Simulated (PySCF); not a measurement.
**Dipole response of Pm⁴⁶⁺ (promethium, charge +46)**

[Ne] 3s2 3p3, high-spin 4S determinant. Computed with PySCF 2.14 in an uncontracted even-tempered set (18 s from 10 bohr⁻², ratio 2.5; 12 p from 13 bohr⁻², ratio 2.5; 4 d from 52 bohr⁻², ratio 2.7; 4 f from 77 bohr⁻², ratio 2.7), with scalar relativity by spin-free X2C-1e. Coupled (time-dependent) response in atomic units; α is the mean over directions.

| method | mean α (bohr³) | C₆ (like pair) | S(−4) |
| --- | --- | --- | --- |
| UHF | 0.005368 | 0.0002721 | 5.472e-05 |
| PBE0 | 0.005242 | 0.0002649 | 5.144e-05 |

S(−4) is the Cauchy moment in α(ω) = α(0) + S(−4) ω² + …

α(iu) at PBE0:

| u (hartree) | α(iu) (bohr³) |
| --- | --- |
| 0 | 0.005241 |
| 1.00 | 0.005191 |
| 2.00 | 0.005046 |
| 4.00 | 0.004560 |
| 6.00 | 0.003973 |
| 8.00 | 0.003419 |
| 10.0 | 0.002944 |
| 15.0 | 0.002098 |
| 20.0 | 0.001580 |
| 30.0 | 0.001023 |
| 50.0 | 0.0005960 |

A single London oscillator, α(iu) = α/(1 + u²/ω²), gives C₆ = (3/4) ω α². Matching the computed C₆ needs ω = 4 × 0.0002649 / (3 × 0.005242²) = 12.9 hartree.

For an ion, C₆ is the dispersion term alone; charge-induced terms of lower order in 1/R come first.

Spin-orbit coupling, which splits the p, d and f shells strongly at this Z, is absent. Spin-orbit coupling is strong in this species (close to jj coupling), so the high-spin LS determinant is a model state, not a physical level.
